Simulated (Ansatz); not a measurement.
A nudged elastic band was laid between two geometries of AlBrCl₂FH (6 atoms, charge 0, multiplicity 1).

Level of theory: RKS BHLYP-D4/def2-SVP in Ansatz 0.2.0.

* movable images: 7
* climbing image: yes
* spring: 5.0 eV/Å²
* optimiser: quadratic models (default)
* start path: through a guess of the saddle point
* force threshold: 0.05 eV/Å
* iteration limit: 60
* end points: relaxed

Image 0:

```xyz
6
Properties=species:S:1:pos:R:3
Al -0.225 -0.352 -0.437
Br 1.177 1.245 -1.264
Cl 0.515 -2.294 -0.282
Cl -2.275 -0.039 -0.659
H 0.700 1.076 1.257
F 0.107 0.364 1.385
```

Image 8:

```xyz
6
Properties=species:S:1:pos:R:3
Al -0.492 -0.600 0.053
Br 1.190 1.338 -0.807
Cl 0.521 -2.330 -0.508
Cl -2.274 -0.071 -0.886
H 1.271 1.668 0.574
F -0.216 -0.004 1.574
```

Question: Which bonds break or form, and what moves?

Answer: Bonds broken: H5–F6. Bonds formed: Br2–H5.

Question: Give the energies along the band, and the barrier.

Answer: The run converged. The highest image is number 4 of 0 to 8, 0.41 eV above the first end and 0.32 eV above the last; the last end lies 0.09 eV above the first. A vibrational analysis at the climbing image gives one clearly imaginary mode, 869i cm⁻¹: a first-order saddle point. The orbitals stay closed-shell, which can raise the energy where a bond breaks towards radicals; this wasn't checked here.

| image | path coordinate (Å) | energy (eV) | H5–F6 (Å) | Br2–H5 (Å) |
| --- | --- | --- | --- | --- |
| 0 | 0.00 | 0.00 | 0.94 | 2.57 |
| 1 | 0.21 | 0.02 | 0.95 | 2.30 |
| 2 | 0.42 | 0.09 | 0.97 | 2.05 |
| 3 | 0.63 | 0.27 | 1.06 | 1.83 |
| 4 | 0.84 | 0.41 | 1.27 | 1.62 |
| 5 | 1.08 | 0.29 | 1.56 | 1.48 |
| 6 | 1.32 | 0.17 | 1.86 | 1.44 |
| 7 | 1.57 | 0.11 | 2.15 | 1.43 |
| 8 | 1.81 | 0.09 | 2.45 | 1.42 |

Question: What is the geometry of the highest image?

Answer: 
```xyz
6
Properties=species:S:1:pos:R:3:forces:R:3
Al -0.343 -0.447 -0.136 0.00 0.00 0.00
Br 1.214 1.359 -0.864 0.00 0.00 0.00
Cl 0.520 -2.323 -0.350 0.00 0.01 0.00
Cl -2.293 -0.050 -0.728 0.01 0.00 0.00
H 0.811 1.118 0.689 -0.01 -0.01 -0.01
F 0.091 0.344 1.389 0.00 0.00 0.01
```

Question: What are the harmonic wavenumbers there?

Answer: 869i, 88, 121, 170, 179, 313, 412, 479, 645, 791, 795, 1463 cm⁻¹.

The run took 2.8 min on 2 threads of AMD EPYC 7R13 Processor (Zen 3) (shared host), peak memory 0.28 GiB.
